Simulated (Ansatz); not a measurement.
Input and output for `c1c[se]c(-c2ccc(-c3ccc(-c4ccc(-c5ccc(-c6ccc[se]6)[se]5)[se]4)[se]3)[se]2)c1`.

```yaml
crystal:
  periodic: [false, false, false]
  atoms:
    - {symbol: C, position_ang: [11.111375, 0.183852, -0.345666]}
    - {symbol: C, position_ang: [11.170338, -0.673752, 0.725976]}
    - {symbol: Se, position_ang: [9.470784, -1.136106, 1.319974]}
    - {symbol: C, position_ang: [8.765386, -0.040572, -0.042624]}
    - {symbol: C, position_ang: [7.350488, 0.132218, -0.244892]}
    - {symbol: C, position_ang: [6.722064, 0.907026, -1.211323]}
    - {symbol: C, position_ang: [5.312140, 0.900329, -1.188158]}
    - {symbol: C, position_ang: [4.719377, 0.120373, -0.202462]}
    - {symbol: C, position_ang: [3.330428, -0.084042, 0.068836]}
    - {symbol: C, position_ang: [2.738741, -0.864501, 1.055097]}
    - {symbol: C, position_ang: [1.329805, -0.870579, 1.078102]}
    - {symbol: C, position_ang: [0.699270, -0.095310, 0.111785]}
    - {symbol: C, position_ang: [-0.699321, 0.095807, -0.112694]}
    - {symbol: C, position_ang: [-1.330009, 0.872800, -1.077533]}
    - {symbol: C, position_ang: [-2.738958, 0.866241, -1.054635]}
    - {symbol: C, position_ang: [-3.330460, 0.083692, -0.069920]}
    - {symbol: C, position_ang: [-4.719351, -0.121077, 0.201399]}
    - {symbol: C, position_ang: [-5.311863, -0.900107, 1.187985]}
    - {symbol: C, position_ang: [-6.721776, -0.906802, 1.211490]}
    - {symbol: C, position_ang: [-7.350442, -0.133094, 0.244334]}
    - {symbol: C, position_ang: [-8.765396, 0.039737, 0.042517]}
    - {symbol: C, position_ang: [-9.800524, -0.535081, 0.766403]}
    - {symbol: C, position_ang: [-11.111303, -0.185935, 0.345296]}
    - {symbol: C, position_ang: [-11.170564, 0.675119, -0.723558]}
    - {symbol: Se, position_ang: [-9.471175, 1.139605, -1.316359]}
    - {symbol: Se, position_ang: [-6.059845, 0.713934, -0.837259]}
    - {symbol: Se, position_ang: [-1.994222, -0.758900, 0.968636]}
    - {symbol: Se, position_ang: [1.994349, 0.756330, -0.971757]}
    - {symbol: Se, position_ang: [6.059602, -0.716579, 0.834984]}
    - {symbol: C, position_ang: [9.800723, 0.531819, -0.768136]}
    - {symbol: H, position_ang: [12.010772, 0.568158, -0.834609]}
    - {symbol: H, position_ang: [12.057063, -1.073793, 1.217727]}
    - {symbol: H, position_ang: [7.291137, 1.484787, -1.943199]}
    - {symbol: H, position_ang: [4.713386, 1.473919, -1.902251]}
    - {symbol: H, position_ang: [3.336260, -1.438511, 1.769412]}
    - {symbol: H, position_ang: [0.760627, -1.449430, 1.811403]}
    - {symbol: H, position_ang: [-0.761010, 1.453718, -1.809338]}
    - {symbol: H, position_ang: [-3.336652, 1.441905, -1.767476]}
    - {symbol: H, position_ang: [-4.712938, -1.472534, 1.902867]}
    - {symbol: H, position_ang: [-7.290686, -1.483311, 1.944475]}
    - {symbol: H, position_ang: [-9.611213, -1.211192, 1.603396]}
    - {symbol: H, position_ang: [-12.010593, -0.571986, 0.833079]}
    - {symbol: H, position_ang: [-12.057420, 1.076753, -1.213764]}
    - {symbol: H, position_ang: [9.611677, 1.205041, -1.607518]}
basis:
  gaussian: {orbitals: "6-31G*", fitting: {mean_field: def2-universal-jkfit}, nuclear_model: gaussian}
hamiltonian: {xc: {name: CAM-B3LYP}, dispersion: d3bjatm}
scf: {omitted_lower_state_checks: [starts]}
output: {forces: true}
```

```sh
$ ansatz run in.yaml --threads 2 --pin off --events-out ev --progress --plain --max-ram 22528MiB --backend cuda --devices 0, --max-vram 18GiB
```

It prints (some lines left out):

```
Functional definition: CAM-B3LYP
3648 factors; integrals over basis functions are off by at most 5.2e-2 eV
3648 factors; integrals over basis functions are off by at most 4.0e-7 eV
mean field evaluation 1: about -417146.1333 eV, gradient 9.0e1 eV
mean field evaluation 2: about -417142.0595 eV, gradient 9.9e1 eV
mean field evaluation 4: about -417166.2071 eV, gradient 6.0e0 eV
mean field evaluation 8: about -417166.2935 eV, gradient 6.0e-1 eV
mean field evaluation 16: about -417166.2953 eV, gradient 1.6e-3 eV
mean field -417166.29534022 eV, -15330.5785882820 hartree, gradient 6.6e-5 eV, S^2 0.000000; 0 other end points of the search recorded, 0 dependent functions left out
reference -417166.29563772 eV, -15330.5785992151 hartree; 181, 181 occupied and 417, 417 virtual orbitals, 3648 factors
Total energy: -417168.21172429 eV, -15330.6490140978 hartree
Atom 0 force     0.352831    -0.385834     0.478897 eV/Å
Atom 1 force     0.182844     0.354107    -0.444600 eV/Å
Atom 2 force    -0.026057     0.063143    -0.079004 eV/Å
Atom 3 force     0.884852     0.252186    -0.323726 eV/Å
Atom 4 force    -0.693315     0.465251    -0.576504 eV/Å
Atom 5 force     0.667184    -0.338260     0.416661 eV/Å
Atom 6 force    -0.690857    -0.355786     0.454483 eV/Å
Atom 7 force     0.807033     0.421549    -0.537680 eV/Å
Atom 8 force    -0.783320    -0.432843     0.552502 eV/Å
Atom 9 force     0.703648     0.361929    -0.462207 eV/Å
Atom 10 force    -0.721125     0.360840    -0.444239 eV/Å
Atom 11 force     0.815082    -0.427760     0.528120 eV/Å
Atom 12 force    -0.815046     0.428336    -0.527989 eV/Å
Atom 13 force     0.720879    -0.361261     0.443702 eV/Å
Atom 14 force    -0.703509    -0.362640     0.462167 eV/Å
Atom 15 force     0.783001     0.434018    -0.551924 eV/Å
Atom 16 force    -0.806972    -0.422016     0.537804 eV/Å
Atom 17 force     0.690744     0.355996    -0.454622 eV/Å
Atom 18 force    -0.667403     0.338168    -0.416809 eV/Å
Atom 19 force     0.693420    -0.465501     0.576515 eV/Å
Atom 20 force    -0.884765    -0.252967     0.323390 eV/Å
Atom 21 force     0.731850     0.174505    -0.226667 eV/Å
Atom 22 force    -0.353156     0.387689    -0.477268 eV/Å
Atom 23 force    -0.182605    -0.355696     0.443274 eV/Å
Atom 24 force     0.026028    -0.062277     0.079157 eV/Å
Atom 25 force     0.053098    -0.139428     0.175485 eV/Å
Atom 26 force     0.003329     0.151883    -0.189484 eV/Å
Atom 27 force    -0.003574    -0.151430     0.189899 eV/Å
Atom 28 force    -0.053023     0.139930    -0.175242 eV/Å
Atom 29 force    -0.732065    -0.174755     0.226449 eV/Å
Atom 30 force    -0.273761    -0.104743     0.133509 eV/Å
Atom 31 force    -0.252532     0.148977    -0.183951 eV/Å
Atom 32 force    -0.164593    -0.156297     0.197849 eV/Å
Atom 33 force     0.185711    -0.161989     0.201289 eV/Å
Atom 34 force    -0.176314     0.161486    -0.201099 eV/Å
Atom 35 force     0.171265     0.162630    -0.206224 eV/Å
Atom 36 force    -0.170835    -0.163315     0.206035 eV/Å
Atom 37 force     0.176680    -0.161852     0.200687 eV/Å
Atom 38 force    -0.185677     0.161942    -0.201358 eV/Å
Atom 39 force     0.164633     0.156158    -0.197814 eV/Å
Atom 40 force    -0.065043     0.185394    -0.229886 eV/Å
Atom 41 force     0.274110     0.105425    -0.133018 eV/Å
Atom 42 force     0.252464    -0.150017     0.182970 eV/Å
Atom 43 force     0.064858    -0.184876     0.230472 eV/Å
Dipole moment:     0.000030     0.000422     0.000376 e Å
Checks for a lower state left out: starts
```

Run time 14 s (2 threads of AMD EPYC 7R13 on a shared host and a share (18 GiB) of an NVIDIA H100 80GB HBM3), peak host memory 2.8 GiB.

The 6-31G sets use Cartesian d functions.
